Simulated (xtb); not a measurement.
Ge(Cl)(SiH3) (ClGeH3Si), SMILES [Cl][Ge][SiH3] (connectivity only; charge and spin as stated), neutral, multiplicity 1. All values are semi-empirical tight-binding results from xtb (GFN2-xTB unless named), good for trends rather than for accurate numbers. Geometry: GFN2-xTB.

Optimised geometry:

```xyz
6

Ge    -0.0322    -0.1202     0.7875
Cl    -1.2033    -1.1932    -0.6846
Si     1.2096     1.3520    -0.7407
H      2.6128     1.4978    -0.3158
H      0.6716     2.7241    -0.7178
H      1.2701     0.9795    -2.1597
```
Charge 0, spin multiplicity 1.

The geometry has at least one imaginary mode, so it is a saddle point at that level.

For metal compounds this method's bond lengths and energies can be far off.

Task: Estimate the properties. (An estimate is asked for; the answer gives what the named calculation found.)

Result: 
| Item | Result |
|---|---|
| orbital gap | 1.70 eV |

Computed atomic charges and the Wiberg bond orders between heavy atoms:
charges (e) Ge1 0.22, Cl2 -0.24, Si3 0.36, H4 -0.12, H5 -0.12, H6 -0.10. Bond orders Ge1–Cl2 1.28, Ge1–Si3 0.96.
